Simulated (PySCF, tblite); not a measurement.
Compound: 4-methylpyridazine, C₅H₆N₂.
Atom-mapped SMILES: `[CH3:1][c:2]1[cH:3][cH:4][n:5][n:6][cH:7]1` (hydrogens: H8, H9, H10 on C1; H11 on C3; H12 on C4; H13 on C7)

Computed with GFN2-xTB (tblite), gas phase: Langevin dynamics at 400 K from the optimised GFN2-xTB geometry, time step 0.5 fs, friction 0.01 fs⁻¹, 2000 steps. Over the second half of the run the saved frames average 446 K.

Frame at 250 fs, instantaneous temperature 350 K:
```
atom  x, y, z in Å
C1     -2.170   -0.001    0.409
C2     -0.690    0.136    0.312
C3      0.035   -0.972    0.421
C4      1.401   -0.869    0.128
N5      1.985    0.233   -0.215
N6      1.309    1.353   -0.209
C7      0.021    1.259    0.075
H8     -2.783    0.407   -0.406
H9     -2.535   -1.017    0.549
H10    -2.653    0.384    1.301
H11    -0.324   -1.956    0.516
H12     1.944   -1.789    0.146
H13    -0.450    2.235    0.032
```

Frame at 425 fs, instantaneous temperature 487 K:
```
atom  x, y, z in Å
C1     -2.538   -0.213    0.646
C2     -1.047   -0.120    0.563
C3     -0.233   -1.189    1.038
C4      1.127   -1.088    0.844
N5      1.666   -0.035    0.383
N6      0.996    1.027    0.050
C7     -0.337    1.052    0.139
H8     -2.758   -0.531   -0.360
H9     -2.968   -0.926    1.386
H10    -3.066    0.775    0.755
H11    -0.562   -2.160    1.325
H12     1.806   -1.847    1.212
H13    -0.902    1.989   -0.076
```

Frame at 625 fs, instantaneous temperature 464 K:
```
atom  x, y, z in Å
C1     -2.397   -1.190    1.336
C2     -1.109   -0.576    0.756
C3      0.070   -1.194    0.934
C4      1.208   -0.447    0.557
N5      1.133    0.634   -0.158
N6     -0.059    1.228   -0.482
C7     -1.128    0.670    0.104
H8     -3.079   -0.388    1.494
H9     -2.745   -1.939    0.616
H10    -2.324   -1.804    2.292
H11     0.077   -2.178    1.387
H12     2.151   -0.880    0.890
H13    -2.009    1.215    0.101
```

Frame at 800 fs, instantaneous temperature 422 K:
```
atom  x, y, z in Å
C1     -2.295   -1.430    1.168
C2     -1.240   -0.471    0.611
C3      0.070   -0.428    1.122
C4      1.070    0.282    0.481
N5      0.840    0.924   -0.642
N6     -0.353    0.833   -1.146
C7     -1.437    0.317   -0.549
H8     -2.033   -1.853    2.110
H9     -3.283   -1.037    1.216
H10    -2.359   -2.177    0.371
H11     0.277   -0.999    2.027
H12     2.083    0.176    0.997
H13    -2.347    0.546   -0.947
```

Frame at 1000 fs, instantaneous temperature 528 K:
```
atom  x, y, z in Å
C1     -2.518   -1.459    1.403
C2     -1.441   -0.635    0.734
C3     -0.163   -0.584    1.284
C4      0.856    0.031    0.587
N5      0.657    0.501   -0.649
N6     -0.493    0.501   -1.153
C7     -1.550   -0.087   -0.527
H8     -1.974   -2.447    1.541
H9     -2.807   -1.040    2.291
H10    -3.289   -1.740    0.789
H11     0.019   -1.047    2.186
H12     1.922    0.017    0.945
H13    -2.481    0.101   -0.995
```

Question: What do single points at PBE0/pcSseg-1 (PySCF, gas phase) give on these frames?

Answer: 
| t (fs) | GFN2-xTB E above start (eV) | DFT E above lowest frame (eV) | HOMO (eV) | LUMO (eV) | dipole (D) |
| --- | --- | --- | --- | --- | --- |
| 250 | 0.59 | 0.04 | -6.78 | -1.29 | 4.79 |
| 425 | 0.48 | 0.00 | -6.34 | -1.35 | 4.68 |
| 625 | 0.59 | 0.05 | -6.97 | -1.53 | 4.85 |
| 800 | 0.57 | 0.13 | -6.32 | -1.22 | 4.72 |
| 1000 | 0.55 | 0.12 | -6.26 | -1.23 | 4.63 |

The two levels order the frames alike by energy but for pairs within 0.08 eV at one level; measured from each level's lowest frame they differ by 0.07 eV at most. The HOMO–LUMO gap runs from 4.99 to 5.49 eV. These are instantaneous structures, not minima.

Question: And the isotropic GIAO shieldings (ppm) from the same runs?

Answer: 
```json
{"atom": "C1", "250 fs": "170.6", "425 fs": "163.6", "625 fs": "161.2", "800 fs": "167.1", "1000 fs": "170.6", "mean": "166.6", "range": "9.4"}
{"atom": "C2", "250 fs": "61.9", "425 fs": "35.2", "625 fs": "46.0", "800 fs": "37.8", "1000 fs": "47.5", "mean": "45.7", "range": "26.7"}
{"atom": "C3", "250 fs": "56.0", "425 fs": "58.8", "625 fs": "55.4", "800 fs": "52.8", "1000 fs": "58.2", "mean": "56.2", "range": "6.0"}
{"atom": "C4", "250 fs": "33.1", "425 fs": "40.4", "625 fs": "35.7", "800 fs": "31.0", "1000 fs": "31.9", "mean": "34.4", "range": "9.4"}
{"atom": "N5", "250 fs": "-182.6", "425 fs": "-182.1", "625 fs": "-195.4", "800 fs": "-181.4", "1000 fs": "-200.4", "mean": "-188.4", "range": "19.0"}
{"atom": "N6", "250 fs": "-184.0", "425 fs": "-211.8", "625 fs": "-206.1", "800 fs": "-244.5", "1000 fs": "-222.1", "mean": "-213.7", "range": "60.5"}
{"atom": "C7", "250 fs": "32.8", "425 fs": "21.2", "625 fs": "23.4", "800 fs": "26.8", "1000 fs": "29.3", "mean": "26.7", "range": "11.6"}
{"atom": "H8", "250 fs": "29.4", "425 fs": "29.0", "625 fs": "30.0", "800 fs": "30.2", "1000 fs": "28.5", "mean": "29.4", "range": "1.7"}
{"atom": "H9", "250 fs": "29.9", "425 fs": "28.6", "625 fs": "28.7", "800 fs": "29.8", "1000 fs": "30.6", "mean": "29.5", "range": "2.0"}
{"atom": "H10", "250 fs": "29.3", "425 fs": "28.5", "625 fs": "28.2", "800 fs": "29.0", "1000 fs": "31.2", "mean": "29.2", "range": "3.0"}
{"atom": "H11", "250 fs": "25.1", "425 fs": "24.9", "625 fs": "24.3", "800 fs": "24.5", "1000 fs": "25.4", "mean": "24.8", "range": "1.1"}
{"atom": "H12", "250 fs": "22.6", "425 fs": "22.4", "625 fs": "22.0", "800 fs": "21.5", "1000 fs": "21.6", "mean": "22.0", "range": "1.1"}
{"atom": "H13", "250 fs": "22.6", "425 fs": "21.3", "625 fs": "22.8", "800 fs": "22.2", "1000 fs": "22.3", "mean": "22.2", "range": "1.5"}
```

The cost below is that of the whole dynamics run. Hardware: one thread of an Intel Xeon 6975P-C, shared host with 96 logical CPUs at a one-minute load of 41. Cost: 6.4 s, 0.18 GiB resident at most.
